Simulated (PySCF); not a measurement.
Exact simulation of a proton spin system

Molecule: SMILES c1(C(=O)O)cccc(F)c1, C7H5FO2.

Geometry:
```tsv
atom	x (Å)	y (Å)	z (Å)
O1	2.740	-1.161	-0.122
C2	2.100	-0.154	0.045
O3	2.671	1.032	0.291
C4	0.614	-0.088	0.005
C5	-0.087	-1.269	-0.258
C6	-1.477	-1.250	-0.304
C7	-2.174	-0.062	-0.086
C8	-1.457	1.100	0.177
F9	-2.122	2.234	0.387
C10	-0.071	1.110	0.227
H11	3.628	0.876	0.299
H12	0.481	-2.186	-0.424
H13	-2.031	-2.168	-0.511
H14	-3.264	-0.019	-0.116
H15	0.464	2.037	0.435
```

Relativity neglected, one computed conformer, gas phase. PBE0-D3(BJ)/def2-SVP structure; shielding tensors at CAM-B3LYP/pcSseg-1 (GIAO); J: B3LYP/pcJ-1 (spin–dipole term only in couplings to heteroatoms); PySCF 2.14.0 with density-fitted response routines.

Shifts are taken against calculated references (same method and geometry level): 1H vs TMS.

Shifts (ppm): F9 -108.0, H12 8.23, H13 7.54, H14 7.37, H15 7.91.
Couplings (Hz): F9–H12: -0.3; F9–H13: 5.0; F9–H14: 8.5; F9–H15: 9.2; H12–H13: 8.8; H12–H14: 0.8; H12–H15: 1.3; H13–H14: 9.2; H13–H15: 0.4; H14–H15: 2.5.

The 5-spin Hamiltonian (Zeeman plus full scalar coupling among like nuclei) was diagonalised exactly; lines are Lorentzian, 0.5 Hz wide, and the maxima above 3 % are listed with the tallest set to 100.

Problem. Give the 1H peak list of this spin system at 60 MHz.

Solution. 
| Hz | ppm | height |
| --- | --- | --- |
| 499.8 | 8.329 | 34 |
| 498.5 | 8.308 | 44 |
| 497.1 | 8.284 | 38 |
| 496.3 | 8.272 | 28 |
| 492.4 | 8.207 | 35 |
| 492.1 | 8.202 | 37 |
| 490.6 | 8.176 | 65 |
| 490.2 | 8.171 | 64 |
| 488.8 | 8.147 | 60 |
| 482.9 | 8.048 | 4 |
| 481.3 | 8.022 | 31 |
| 480.7 | 8.011 | 40 |
| 480.1 | 8.001 | 33 |
| 479.0 | 7.983 | 58 |
| 478.4 | 7.973 | 53 |
| 477.1 | 7.952 | 29 |
| 472.1 | 7.868 | 31 |
| 471.6 | 7.859 | 35 |
| 470.9 | 7.848 | 31 |
| 469.9 | 7.831 | 49 |
| 469.2 | 7.820 | 45 |
| 468.8 | 7.812 | 38 |
| 468.0 | 7.799 | 31 |
| 465.2 | 7.754 | 15 |
| 464.6 | 7.743 | 18 |
| 460.0 | 7.666 | 19 |
| 459.4 | 7.657 | 21 |
| 456.2 | 7.603 | 58 |
| 455.5 | 7.592 | 53 |
| 450.9 | 7.515 | 99 |
| 450.3 | 7.505 | 60 |
| 448.7 | 7.478 | 100 |
| 448.0 | 7.466 | 56 |
| 446.6 | 7.443 | 46 |
| 442.9 | 7.382 | 77 |
| 442.2 | 7.371 | 54 |
| 440.9 | 7.348 | 58 |
| 440.5 | 7.342 | 51 |
| 439.6 | 7.327 | 20 |
| 438.8 | 7.313 | 42 |
| 437.5 | 7.292 | 6 |
| 433.7 | 7.228 | 13 |
| 431.8 | 7.196 | 10 |
| 431.4 | 7.189 | 14 |
| 429.7 | 7.162 | 8 |

Problem. And at 700 MHz?

Solution. 
| Hz | ppm | height |
| --- | --- | --- |
| 5766.4 | 8.238 | 68 |
| 5765.5 | 8.236 | 94 |
| 5764.5 | 8.235 | 69 |
| 5757.6 | 8.225 | 70 |
| 5756.7 | 8.224 | 100 |
| 5755.7 | 8.222 | 71 |
| 5543.7 | 7.920 | 53 |
| 5543.4 | 7.919 | 55 |
| 5542.4 | 7.918 | 56 |
| 5542.1 | 7.917 | 57 |
| 5541.2 | 7.916 | 58 |
| 5540.9 | 7.916 | 57 |
| 5539.9 | 7.914 | 55 |
| 5539.6 | 7.914 | 53 |
| 5534.5 | 7.906 | 53 |
| 5534.2 | 7.906 | 55 |
| 5533.2 | 7.905 | 56 |
| 5532.9 | 7.904 | 57 |
| 5532.0 | 7.903 | 58 |
| 5531.7 | 7.902 | 57 |
| 5530.7 | 7.901 | 55 |
| 5530.4 | 7.901 | 53 |
| 5289.8 | 7.557 | 47 |
| 5289.5 | 7.556 | 47 |
| 5284.8 | 7.550 | 47 |
| 5284.5 | 7.549 | 47 |
| 5280.7 | 7.544 | 98 |
| 5275.7 | 7.537 | 97 |
| 5271.8 | 7.531 | 54 |
| 5271.5 | 7.531 | 53 |
| 5266.8 | 7.524 | 53 |
| 5266.5 | 7.524 | 53 |
| 5169.3 | 7.385 | 46 |
| 5168.5 | 7.384 | 46 |
| 5166.8 | 7.381 | 46 |
| 5166.1 | 7.380 | 45 |
| 5160.8 | 7.373 | 51 |
| 5160.1 | 7.372 | 83 |
| 5159.3 | 7.370 | 48 |
| 5158.3 | 7.369 | 54 |
| 5157.6 | 7.368 | 82 |
| 5156.9 | 7.367 | 45 |
| 5151.6 | 7.359 | 40 |
| 5150.9 | 7.358 | 40 |
| 5149.1 | 7.356 | 39 |
| 5148.4 | 7.355 | 38 |

Problem. Among coupled protons with different shifts, which pair is furthest from first order, and how does the field change that?

Solution. H13 and H14: Δν/J is about 1.1 at 60 MHz (strongly coupled) and 12.9 at 700 MHz (close to first order). J in Hz doesn't depend on the field, while Δν in Hz grows in proportion to it.

The OH or NH signal is concentration- and solvent-dependent in practice; the value given is the gas-phase one. Unscaled 3J(H,H) at this level run about 10 % above measured values.
